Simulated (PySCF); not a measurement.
**Bond length, frequency and bond energy of PBr⁻ by level of theory**

State: ²Π (doublet), unpaired electrons π ↑. Set-up: basis P def2-TZVPPD, Br def2-TZVPPD; no relativity; PySCF 2.14. De refers to P + Br⁻ in their high-spin ground configurations, without counterpoise correction. The functionals are run spin-unrestricted. A positive dipole points towards Br; it is taken about the centre of mass and depends on that origin.

| Level | Re (Å) | ωe (cm⁻¹) | De (eV) | μ (D) | CPU s a point (SCF and correlation, without the integrals) |
| --- | --- | --- | --- | --- | --- |
| UHF | 2.375 | 300 | n/a | 3.41 | 2.6 |
| UHF-MP2 | 2.315 | 339 | 0.300 | n/a | 4.6 |
| UHF-SCS-MP2 | 2.335 | 327 | 0.371 | n/a | n/a |
| UHF-CCSD | 2.342 | 321 | 0.274 | n/a | n/a |
| UHF-CCSD(T) | 2.343 | 321 | 0.393 | n/a | 290 |
| LDA | 2.293 | 345 | 1.37 | 4.12 | 1.8 |
| PBE | 2.337 | 321 | 0.89 | 4.02 | 2.4 |
| PW91 | 2.339 | 319 | 0.90 | 3.99 | 1.6 |
| r²SCAN | 2.325 | 328 | 0.70 | 4.07 | 3.6 |
| r²SCANh | 2.320 | 332 | 0.65 | 4.03 | 5.2 |
| PBE0 | 2.316 | 335 | 0.73 | 3.95 | 5.1 |
| B97-3 | 2.333 | 326 | 0.82 | 3.93 | 3.2 |
| ωB97M-V | 2.330 | 326 | 0.75 | 3.79 | 12 |
| B2PLYP | 2.344 | 317 | 0.57 | 3.68 | 5 |

Task: Which functional lies closest to UHF-CCSD(T) in De, which farthest, and by how much do they differ from it?

Result: Closest is B2PLYP (+0.1 pm in Re, -1.2 % in ωe, +0.18 eV in De against UHF-CCSD(T) in the same basis), farthest LDA (-5.0 pm in Re, +7.5 % in ωe, +0.98 eV in De). CCSD(T) converges more slowly with the basis than the functionals do and binds too weakly in this one, so the order can change at the basis-set limit.

Task: What does a quarter of exact exchange do here, going from PBE to PBE0?

Result: PBE0 less PBE: -2.1 pm in Re, +4.4 % in ωe, -0.16 eV in De. Exact exchange removes part of the self-interaction that spreads semilocal densities, and in most molecules shortens and stiffens the bond and lowers De; so it does here.

Task: What does the gradient correction do here, going from LDA to PBE?

Result: PBE less LDA: +4.4 pm in Re, -7.0 % in ωe, -0.48 eV in De. The gradient correction favours the more uneven density of free atoms, so it tends to lengthen bonds and takes away much of the overbinding of LDA; so it does here.

Correlated steps freeze 14 core orbitals. Spin–orbit coupling is left out. For an ion De counts to the pair picked by the measured ionisation energies or electron affinities, which need not be the lowest pair at this level. The highest Kohn–Sham level is positive in this anion. Much of that is self-interaction error, but it also means that the finite basis helps to hold the extra electron. B2PLYP dipoles, levels and charges come from its SCF part alone. The state was picked by a PBE0 search and need not be the measured ground state.

The whole job (state search and all levels along the bond) took about 27 min on 2 threads of Arm Neoverse V1 (shared host), peak memory 5.3 GiB.
